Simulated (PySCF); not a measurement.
Two structures of CH5FZn, closed shell, reached by relaxing down either side of one saddle point (PBE0-D4/def2-TZVP). Energies are electronic, without zero-point energy. Computed with PySCF 2.14 with density fitting (its default auxiliary sets; JK sets also for MP2 and CCSD(T)) (basis: def2-TZVPP and def2-QZVPP); correlated methods freeze the cores. The 3s and 3p shells of Cu and Zn are frozen; filled d shells are correlated. Extrapolation: Hartree–Fock as exp(−7.88 √X), correlation as X^−2.97. First:

```json
{"atom": "Zn1", "x (Å)": "-0.0058", "y (Å)": "0.1338", "z (Å)": "0.6249"}
{"atom": "H2", "x (Å)": "0.6185", "y (Å)": "-0.5647", "z (Å)": "1.8759"}
{"atom": "C3", "x (Å)": "-0.8015", "y (Å)": "1.0457", "z (Å)": "-0.8826"}
{"atom": "H4", "x (Å)": "1.3577", "y (Å)": "-1.8419", "z (Å)": "1.2614"}
{"atom": "F5", "x (Å)": "1.6958", "y (Å)": "-2.4975", "z (Å)": "0.6821"}
{"atom": "H6", "x (Å)": "-1.3710", "y (Å)": "1.9197", "z (Å)": "-0.5581"}
{"atom": "H7", "x (Å)": "-0.0292", "y (Å)": "1.3803", "z (Å)": "-1.5792"}
{"atom": "H8", "x (Å)": "-1.4775", "y (Å)": "0.3780", "z (Å)": "-1.4220"}
```

Second:

```xyz
8
angstrom
Zn 0.4824 -0.7136 -0.4636
H 0.5370 -0.2602 2.7086
C -0.5762 0.7127 -1.1748
H 0.8963 -0.8395 2.3985
F 1.4571 -2.0296 0.1748
H -0.9770 1.3236 -0.3643
H 0.0286 1.3481 -1.8239
H -1.4096 0.3143 -1.7561
```

(1) Which bonds change from the first to the second?

(2) Give the saddle point's structure and its height above each. (To be estimated.)

The T1 diagnostic stays at or below 0.016.

## Answers

(1) CH₄Zn ([CH3][ZnH]) + HF → CH₃FZn ([CH3][Zn][F]) + H₂; bonds formed: Zn1–F5, H2–H4; bonds broken: Zn1–H2, H4–F5.

(2) By the calculation: 12.72 kcal/mol above the first and 26.67 kcal/mol above the second (CCSD(T) at an estimated basis limit (MP2 extrapolated from triple and quadruple zeta, plus CCSD(T) − MP2 in triple zeta)).
Zn1  (0.199, -0.232, 0.389)
H2  (0.642, -0.541, 2.086)
C3  (-0.663, 0.851, -0.961)
H4  (1.034, -1.306, 1.593)
F5  (1.273, -1.947, 0.588)
H6  (-1.198, 1.689, -0.513)
H7  (0.084, 1.243, -1.654)
H8  (-1.371, 0.243, -1.527)
(Å)

Labels in which every atom is bracketed show which atoms are joined, not bond orders.

For scale, one of the runs: CCSD(T)/def2-TZVPP, 196 basis functions, launched by `OMP_NUM_THREADS=4 python run.py`. The run took 16 min on 4 CPU threads of an Intel Xeon (shared host), with 2.6 GiB of host memory at its peak.
